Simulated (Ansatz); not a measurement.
Start from `[SiH3]C1O[SiH2]1` and change one element to get `[SiH3]C1[SiH2]S1`.

Ansatz, PBE0-D4/def2-TZVP geometries, multiplicity 1. 

| property | `[SiH3]C1O[SiH2]1` |
| --- | --- |
| size of the dipole moment (ωB97M-V/def2-TZVPP) / D | 1.99 |
| HOMO energy (PBE0/def2-TZVPP) / eV | -7.67 |
| LUMO energy (B3LYP/def2-TZVPP) / eV | -0.94 |
| HOMO energy (PBE/def2-TZVPP) / eV | -6.42 |
| LUMO energy (PBE0/def2-TZVPP) / eV | -0.72 |
| ideal-gas entropy at 298 K and 1 bar (rigid rotor, harmonic PBE0-D4/def2-TZVP) / J/(mol·K) | 320 |

Question: What does the change do to each property? (Best estimate.)

Answer: The calculation gave: 
```
                                                                                  property  `[SiH3]C1[SiH2]S1`  shift
                                        size of the dipole moment (ωB97M-V/def2-TZVPP) / D                1.77  -0.22
                                                        HOMO energy (PBE0/def2-TZVPP) / eV               -7.01   0.66
                                                       LUMO energy (B3LYP/def2-TZVPP) / eV               -0.77   0.17
                                                         HOMO energy (PBE/def2-TZVPP) / eV               -5.84   0.58
                                                        LUMO energy (PBE0/def2-TZVPP) / eV               -0.57   0.15
ideal-gas entropy at 298 K and 1 bar (rigid rotor, harmonic PBE0-D4/def2-TZVP) / J/(mol·K)                 331     11
```

With PBE0 the HOMO rises by 0.66 eV and the LUMO rises by 0.15 eV, so the gap narrows by about 0.51 eV. PBE moves the HOMO by 0.58 eV and ωB97M-V by 0.71 eV. Dipoles are sizes alone; their direction can turn.

B3LYP here is the variant with VWN-RPA as its local correlation; programs differ in this.
